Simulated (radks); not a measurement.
The mean radii <r> (bohr) of the occupied orbitals of an atom or ion are listed with their occupations. Calculated with a radial shooting solver on a logarithmic mesh with Libxc functionals: non-relativistic Kohn-Sham, LB94 model potential, spin-polarised, spherical densities, point nucleus.

orbital  occ.      <r>
1s          2  0.07713
2s          2   0.3655
2p          6   0.3266
3s          2    1.163
3p          6    1.263

Name the element and its charge. Open shells, if any, are filled with parallel spins first.

Answer. Z = 20, calcium, charge +2: Ca2+ in [Ar]. The 1s radius gives Z: for a bare nucleus <r> = 1.5/Z, 0.075 bohr for Z = 20, and screening makes it slightly larger (0.07713 here). The occupations add up to 18, and the charge is Z minus that.
